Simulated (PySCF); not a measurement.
## Ionising SiSb

PBE0; Si def2-SVPD, Sb def2-SVPD with ECP28; scalar-relativistic core potentials (PySCF 2.14). Neutral (UKS): doublet (π ↑), Re = 2.384 Å, ωe = 430 cm⁻¹, De = 2.77 eV, HOMO -6.09 eV, LUMO -4.30 eV.

SiSb⁻ (UKS): singlet (closed shell), Re = 2.302 Å, ωe = 477 cm⁻¹. The energies at the minima are -529.47291 hartree for SiSb and -529.56403 for SiSb⁻.

Question: Work out the adiabatic electron affinity, without and with harmonic zero-point energies (1 hartree = 27.2114 eV, 1 eV = 8065.5 cm⁻¹), and the change of the bond length.

Answer: At PBE0: 0.09112 hartree = 2.480 eV between the minima; the zero-point term (430.0 − 477.0)/2 cm⁻¹ = -0.003 eV makes it 2.477 eV. Re changes by -8.2 pm against the neutral. The electron enters a π orbital, and the shorter bond of the ion fits a bonding orbital, or a change in how ionic the bond is.

Spin–orbit coupling is left out, which matters for elements this heavy, above all for dissociation energies. States were picked by a PBE0 search and need not be the measured ground states.
